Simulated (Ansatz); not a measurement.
```yaml
atoms:
  - { symbol: P, position_ang: [0.0000, 0.0000, -1.0211] }
  - { symbol: P, position_ang: [0.0000, 0.0000, 1.0211] }
```

Basis set: cc-pVDZ (spherical functions). Correlated methods keep 10 orbitals frozen. Charge 0, multiplicity 1.

Computed with Ansatz (development build ahead of 0.2.0); each method stands on the lowest determinant of its kind that the runs found. Restricted open shells among the atoms or ions are ROHF, correlated in semicanonical orbitals with singles.

The atomization energy at this shape (free ground-state atoms in the same class of orbitals less the molecule, no zero-point energy) of singlet P₂:

| method | atomization energy |
| --- | --- |
| RHF-MP2 | 90.91 kcal/mol |

(1) What does RHF give?

## Answers

(1) 17.21 kcal/mol. Caution: in another basis set an unrestricted determinant lies well below.
